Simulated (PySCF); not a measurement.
Input for PySCF: R-M06-2X/6-31G* on BH5O (a complex).

```python
from pyscf import gto, scf, dft, mp
from pyscf.data.elements import chemcore

mol = gto.M(
    atom='''
    B     0.21063250    0.24930107    0.78962312
    H     0.61722313   -0.76718016    0.28698297
    H    -0.85291573    0.63723910    0.39399765
    H     1.03722783    1.09088237    1.00556400
    O    -0.19007776   -0.24781612    2.39681354
    H    -0.84490733   -0.95700487    2.35264028
    H     0.59934588   -0.61042386    2.81993076
    ''',
    basis='6-31g*',
    cart=True,
    charge=0, spin=0, verbose=3, max_memory=1800)
mf = dft.RKS(mol, xc='m062x')
mf.conv_tol = 1e-8
mf.max_cycle = 100
mf.kernel()
if not mf.converged:
    mf = mf.newton().run(mf.mo_coeff, mf.mo_occ)
```

Program output:

```
converged SCF energy = -102.991026091186
```

The calculation finished and met its thresholds.

Cost: very roughly 1.9 core-seconds.
